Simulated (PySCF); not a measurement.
Relaxation of doublet SnCl3

All numbers come from UPBE0/[Sn def2-SVP with ECP28, Cl def2-SVP], scalar-relativistic core potentials, density fitting, no spin–orbit coupling, PySCF. A (50,194) grid was used.

A hand-made trigonal pyramidal start, of C3v symmetry, held to at least that symmetry:

Coordinates in bohr (charge 0 multiplicity 2):
```
Sn    0.0000    0.0000   -0.9894
Cl    3.9877    0.0000    1.1309
Cl   -1.9939    3.4535    1.1309
Cl   -1.9939   -3.4535    1.1309
```

What does it relax to?

It ends at C3v with Sn–Cl 2.362 Å (×3); Cl–Sn–Cl 107.8° (×3) (after a last refinement on a finer grid). A frequency run shows a minimum. Other isomers or separated fragments may lie lower.

How much energy is released, and in how many steps?

14.0 kJ/mol in 3 steps.

Spin–orbit coupling, left out here, can matter for elements this heavy.

The relaxation took 9.9 s on 2 threads of a shared Arm Neoverse V2 host, with 80 basis functions and 4 gradients; the process peaked at 0.55 GiB. Launch command: `OMP_NUM_THREADS=2 python axn.py task.json out`.
